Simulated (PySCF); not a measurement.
[CeH2]+ at several levels of theory

Computed with PySCF 2.14.0 (density fitting, no spin-orbit coupling) at the geometry relaxed with PBE0:

```xyz
3
[CeH2]+ (singlet in the valence; each metal's 4f electrons, 1 of them, lie in its core potential, out of spins and levels)
Ce    0.0000    0.0000   -0.1609
H     1.6354    0.0000    0.9949
H    -1.6354    0.0000    0.9949
```

```csv
level,basis,state,HOMO (eV),gap (eV),charge on Ce1 (e),population of f-type functions on Ce1 (polarisation alone where 4f lies in the core),dipole about the centre of mass (D),largest force component (eV/Å)
PBE0,"Ce lcecp-1-SVP with ECP47, H def2-SVP",singlet,-12.37,4.99,1.28,0.02,4.23,0.00
PBE0,"Ce lcecp-1-TZVP with ECP47, H def2-TZVP",singlet,-12.34,5.00,1.34,0.03,4.32,0.04
```

In the lcecp rows the 4f levels are missing from HOMO and gap, and the state counts the valence alone.

Charges are Mulliken's, which hang on the basis. The relaxation used the grid (50, 194), these runs (75, 302) or, all-electron (x2c bases, spin-free X2C Hamiltonian), (99, 590).

**Question.** A further run in the first row's basis gives HOMO (eV) -11.81, gap (eV) 4.12, charge on Ce1 (e) 1.33, population of f-type functions on Ce1 (polarisation alone where 4f lies in the core) 0.02, dipole about the centre of mass (D) 4.30, largest force component (eV/Å) 0.07. Which level was it?
A. TPSSh
B. PBE

**Answer.** A. The others give HOMO -11.24 eV (PBE).

In the first row's basis the gap widens with exact exchange: 3.0 eV for PBE (none); 4.1 to 5.0 eV for TPSSh, PBE0 (a fixed share).

An lcecp potential fixes the number of 4f electrons, so in runs with it no electron can move into or out of that shell.
